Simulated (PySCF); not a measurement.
Computed IR spectrum (relative IR intensity) of a molecule C₃H₆BrF. The structure is a stationary point at PBE-D3(BJ)/def2-SVP. The values are those of a single conformer. Method: PBE-D3(BJ)/def2-SVP in PySCF. Frequencies are harmonic and unscaled.

Lines under 2 % of the strongest are left out, and lines within 2 cm⁻¹ are merged.

```
ν (cm⁻¹)  relative intensity
--------  ------------------
104                      4.4
179                      4.8
314                      4.6
376                      4.1
678                       39
818                      3.4
858                      6.3
916                       28
1004                     9.3
1071                     100
1130                      24
1171                      15
1188                     3.8
1308                     4.9
1320                     3.4
1359                      50
1396                     6.4
1409                     7.3
1424                     5.2
2971                      26
2984                      11
3027                      10
3079                      14
3091                     7.2
3106                     2.3
```

### Question
Which molecule gave these data?
(A) CC[C@H](F)Br
(B) C[C@H](F)CBr
(C) CC(C)(F)Br

### Answer
B, C[C@H](F)CBr
